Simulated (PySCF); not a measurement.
Two species compared at the same levels of theory.

First species: AlMe2(tBu), C6H15Al.
SMILES: `[CH3][Al]([CH3])[C](C)(C)C`

Second species: C₆H₁₁AlO₃.
Bonds: C1–C2, C2–C3, C2–O4, O4–C5, C5–C6 (double), C6–O7, O7–Al8, Al8–O9, O9–C10 (double), C5–C10. Hydrogens: H11, H12, H13 on C1; H14 on C2; H15, H16, H17 on C3; H18 on C6; H19, H20 on Al8; H21 on C10.

Levels: CAM-B3LYP/def2-SVPD for HOMO energy, LUMO energy, HOMO–LUMO gap and static isotropic polarisability; TDDFT CAM-B3LYP/def2-SVPD for lowest singlet excitation; TDA CAM-B3LYP/def2-SVPD for lowest triplet excitation (Tamm–Dancoff). Geometries: PBE0-D3(BJ)/def2-SVP. Each structure is a single optimised conformer of the isolated species, non-relativistic unless stated; the electronic structure was computed with PySCF and density fitting.

The conformers computed, where there is a choice (atom-mapped SMILES and torsion angles):
- `[CH3:1][CH:2]([CH3:3])[O:4][C:5]1=[CH:6][O:7][AlH2-:8][O+:9]=[CH:10]1`: C1–C2–O4–C5 164°, C2–O4–C5–C6 100°

Values for the first species:

| Item | Value |
| --- | --- |
| HOMO energy | -7.91 eV |
| LUMO energy | 0.39 eV |
| HOMO–LUMO gap | 8.30 eV |
| Lowest singlet excitation | 4.94 eV |
| Lowest triplet excitation (Tamm–Dancoff) | 4.65 eV |
| Static isotropic polarisability | 100.7 au |

Task: Estimate the same properties for the second species, and the change in each.

Result: 
| property | first | second | second less first |
| --- | --- | --- | --- |
| HOMO energy | -7.91 eV | -8.31 eV | -0.40 eV |
| LUMO energy | 0.39 eV | -1.44 eV | -1.83 eV |
| HOMO–LUMO gap | 8.30 eV | 6.87 eV | -1.43 eV |
| lowest singlet excitation | 4.94 eV | 4.02 eV | -0.92 eV |
| lowest triplet excitation (Tamm–Dancoff) | 4.65 eV | 2.42 eV | -2.23 eV |
| static isotropic polarisability | 100.7 au | 109.8 au | +9.1 au |

On the first: S1 lies 3.36 eV below the HOMO–LUMO gap; its leading configuration is HOMO→LUMO+1, weight 0.58, beside HOMO→LUMO, weight 0.39. The principal polarisabilities are 89.3, 104.6 and 108.1 au; their mean is the isotropic value.

On the second: S1 lies 2.85 eV below the HOMO–LUMO gap; its leading configuration is HOMO→LUMO, weight 0.97. No computed singlet falls in the visible range (750 to 380 nm, 1.65 to 3.26 eV); S1 lies 0.76 eV above its blue end.
